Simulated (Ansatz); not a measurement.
The cluster Na4⁻, relaxed as a doublet with UKS PBE0/def2-TZVPD in Ansatz, starting from the GFN2-xTB geometry. Force threshold 0.02 eV/Å.

The structure comes from a short search, and lower isomers may exist.

Start:

```xyz
4

Na    1.668   -2.940    0.169
Na    1.097    1.093    1.097
Na    0.155    1.732   -2.917
Na   -2.920    0.115    1.651
```

```csv
step,energy (eV),largest force component (eV/Å),SCF passes
1,-17654.0591,0.211,36
2,-17654.0816,0.210,18
3,-17654.1568,0.206,22
4,-17654.2466,0.197,22
5,-17654.2657,0.195,21
6,-17654.3780,0.156,26
7,-17654.4707,0.109,27
8,-17654.5287,0.062,29
9,-17654.5661,0.048,30
10,-17654.5964,0.044,30
11,-17654.6212,0.040,27
12,-17654.6392,0.030,28
13,-17654.6511,0.022,28
14,-17654.6558,0.012,28
15,-17654.6562,0.008,30
16,-17654.6564,0.002,22
```

Force components are those of the run's own axes.

End:

```tsv
atom	x (Å)	y (Å)	z (Å)
Na1	0.9297	-2.5999	1.2086
Na2	0.1757	0.4959	-0.5135
Na3	0.9048	2.8237	-2.8137
Na4	-2.0102	-0.7197	2.1186
```

Bonds formed: Na1–Na4 (atoms count from 1). Metal–metal contacts that move far: Na2–Na3 4.17 to 3.35 Å, Na1–Na2 4.18 to 3.62 Å, Na2–Na4 4.17 to 3.63 Å.

The force fell under the threshold at step 14, but the optimiser went on. No frequencies were taken in this run, so the end may be a saddle point.

Run time 42 s (4 threads of Intel Xeon Platinum 8259CL on a shared host).
